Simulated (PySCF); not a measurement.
## Assignment exercise: C5H14OP2Si

Geometry:
```tsv
atom	x (Å)	y (Å)	z (Å)
O1	1.584	0.354	2.075
P2	1.591	0.217	0.611
P3	3.496	0.862	-0.256
C4	1.351	-1.512	0.034
C5	-0.045	-1.943	0.461
C6	-1.132	-1.088	-0.189
C7	-1.100	0.371	0.269
Si8	-2.640	1.330	-0.325
C9	0.171	1.067	-0.207
H10	3.312	2.131	0.284
H11	2.933	1.222	-1.476
H12	1.476	-1.573	-1.049
H13	2.115	-2.130	0.512
H14	-0.202	-2.994	0.202
H15	-0.117	-1.849	1.548
H16	-2.105	-1.519	0.062
H17	-1.025	-1.132	-1.277
H18	-1.078	0.376	1.365
H19	-2.543	2.714	0.137
H20	-3.837	0.682	0.205
H21	-2.663	1.305	-1.790
H22	0.267	1.021	-1.293
H23	0.185	2.114	0.107
```

PySCF 2.14.0 with density-fitted response routines calculation with shielding tensors at PBE0/pcSseg-1 (GIAO) and GFN2-xTB geometry; averaged over atoms made equivalent by symmetry, fast rotation or ring inversion, one computed conformer, non-relativistic, no solvent.

Referencing at the same level of theory: TMS for ¹³C (σref 186.93), ¹H (σref 31.72).

Q: Assign these signals to the numbered atoms. ¹³C{¹H} NMR (computed): δ 46.1, 38.2, 34.1, 26.1, 19.1.

A: 
46.1 → C9, sp3 CH2 bonded to P
38.2 → C4, sp3 CH2 bonded to P
34.1 → C6, sp3 CH2 in a ring: a saturated carbon with 2 carbon neighbours and no heteroatom attached
26.1 → C5, sp3 CH2 in a ring
19.1 → C7, sp3 CH bonded to Si

Q: Assign these signals to the numbered atoms. ¹H NMR (400 MHz, computed): δ 3.75 (d, 3H), 2.36 (m, 1H), 2.23 (m, 2H), 2.13 (m, 1H), 2.08 (m, 1H), 1.97 (m, 1H), 1.94 (m, 1H), 1.76 (m, 1H), 1.21 (m, 1H), 1.11 (m, 1H), 0.91 (m, 1H).

A: 
3.75 → H19/H20/H21, hydrogen on a silicon bonded to C
2.36 → H15, hydrogen on an sp3 CH2 in a ring
2.23 → H10/H11, hydrogen on a phosphorus bonded to P
2.13 → H13, hydrogen on an sp3 CH2 bonded to P
2.08 → H23, hydrogen on an sp3 CH2 bonded to P
1.97 → H14, hydrogen on an sp3 CH2 in a ring
1.94 → H18, hydrogen on an sp3 CH bonded to Si
1.76 → H16, hydrogen on an sp3 CH2 in a ring
1.21 → H12, hydrogen on an sp3 CH2 bonded to P
1.11 → H22, hydrogen on an sp3 CH2 bonded to P
0.91 → H17, hydrogen on an sp3 CH2 in a ring

H10/H11 and H13; H13 and H23; H23 and H14; H14 and H18; H12 and H22 lie closer than the usual error of such a calculation, so a measured spectrum could show them in the other order.

Splittings by ³¹P in the carbon and heteronuclear signals aren't shown, as no couplings were computed. Shifts are as computed. Against solution values, carbons near 30 ppm lie about +3 ppm off and those near 130 ppm about +5 ppm. Of 1211 compounds with measured shifts, 218 miss one by over three times the rms of a fit or turn the order of signals round; such compounds aren't used in these exercises. No couplings were computed; multiplicities are counted from neighbouring protons, with m where these are inequivalent, close in shift, in a saturated or five-membered ring or joined by F or P, and br s for small geminal =CH2 splittings.
